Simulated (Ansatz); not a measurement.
C7H8O, charge +3, doublet, geometry from GFN2-xTB of the parent state (a state made from the parent by changing its charge; the spin is typed, not shown lowest); R2SCAN/3-21G (Ansatz, an electronic-structure program).

The Ansatz input:
Ansatz 0.2 input:
```yaml
crystal:
  periodic: [false, false, false]
  atoms:
    - {symbol: C, position_ang: [-2.79994876, 0.22093323, -0.15261839]}
    - {symbol: O, position_ang: [-1.65159586, -0.42880563, -0.64059700]}
    - {symbol: C, position_ang: [-0.44201099, -0.17101984, -0.22684011]}
    - {symbol: C, position_ang: [0.59587571, -0.94041302, -0.84724677]}
    - {symbol: C, position_ang: [1.90298651, -0.74986514, -0.48680554]}
    - {symbol: C, position_ang: [2.22808724, 0.19947437, 0.49099026]}
    - {symbol: C, position_ang: [1.22088842, 0.96141785, 1.10811833]}
    - {symbol: C, position_ang: [-0.09519077, 0.78967394, 0.76500770]}
    - {symbol: H, position_ang: [-3.64264016, -0.21251619, -0.69084568]}
    - {symbol: H, position_ang: [-2.92689406, 0.05731604, 0.92272892]}
    - {symbol: H, position_ang: [-2.76013255, 1.29938922, -0.33864226]}
    - {symbol: H, position_ang: [0.30628205, -1.66194137, -1.59602248]}
    - {symbol: H, position_ang: [2.68431497, -1.32926502, -0.95404432]}
    - {symbol: H, position_ang: [3.25938376, 0.34905374, 0.77462531]}
    - {symbol: H, position_ang: [1.49028531, 1.68822815, 1.85942502]}
    - {symbol: H, position_ang: [-0.86195654, 1.37897221, 1.24391872]}
basis:
  gaussian:
    orbitals: 3-21G.json
hamiltonian:
  xc: r2scan
total_charge: 3
magnetization: {spin_polarized: true, initial_magnetization: 1}
```
The basis file holds 3-21G in the JSON format of the Basis Set Exchange.

What the program printed (banner, timings and long lists left out):

```
Functional definition: r2SCAN
1152 factors; integrals over basis functions are off by at most 9.1e-4 eV
mean field evaluation 1: about -9323.5018 eV, gradient 5.3e1 eV
mean field evaluation 2: about -9265.3799 eV, gradient 1.1e2 eV
mean field evaluation 4: about -9335.2415 eV, gradient 1.2e1 eV
mean field evaluation 8: about -9335.9450 eV, gradient 5.4e-1 eV
mean field evaluation 16: about -9335.8420 eV, gradient 2.0e-2 eV
mean field evaluation 32: about -9335.8420 eV, gradient 2.1e-5 eV
mean field evaluation 64: about -9334.6625 eV, gradient 1.5e0 eV
mean field evaluation 96: about -9334.4643 eV, gradient 1.6e0 eV
mean field evaluation 128: about -9331.7546 eV, gradient 9.1e0 eV
mean field -9335.84199194 eV, -343.0858651428 hartree, gradient 2.1e-5 eV, S^2 0.775120; 12 other end points of the search recorded, 0 dependent functions left out
reference -9335.84199834 eV, -343.0858653781 hartree; 28, 27 occupied and 60, 61 virtual orbitals, 1152 factors
Total energy: -9335.84199834 eV, -343.0858653781 hartree
```
